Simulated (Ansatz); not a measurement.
`[AlH2][SiH2]C[SiH3]` + `[InH3]` → `[SiH3][CH2][InH2]` + `[AlH2][SiH3]`  (formal exchange of groups at a C–Si bond)

Gas-phase electronic energies from Ansatz, PBE0-D4/def2-TZVP geometries. CBS: MP2 limit from def2 TZ/QZ plus the TZ coupled-cluster correction, frozen cores. This one scheme is used for every species. DFT in def2-TZVPP. B3LYP here is the variant with VWN-RPA as its local correlation; programs differ in this. Elements past krypton have def2 core potentials. For In outer-core shells are correlated without core-valence functions, which leaves a few kJ/mol of doubt a bond. Each species was taken in one conformer, which may not be the lowest.

CCSD(T)/CBS gives +2.3 kcal/mol.

Another level gave +2.6 kcal/mol. Which?
A. PBE0-D4/def2-TZVPP
B. B3LYP-D4/def2-TZVPP
C. CCSD(T)/def2-TZVPP
D. HF/def2-TZVPP

C. CCSD(T)/def2-TZVPP 2.6, PBE0-D4 6.2, B3LYP-D4 3.9, HF/def2-TZVPP -0.5 kcal/mol.

Largest T1 diagnostic among the species: 0.014.

In def2-TZVPP, CCSD(T) changes the Hartree–Fock value by +3.2 kcal/mol (the triples alone add +0.6 kcal/mol) and MP2 by +2.6 kcal/mol. The D4 term adds +2.5 kcal/mol with B3LYP and +1.4 kcal/mol with PBE0; it sums over pairs of atoms, weighted by their polarisabilities, and B3LYP, whose exchange is more repulsive, gets the larger term.
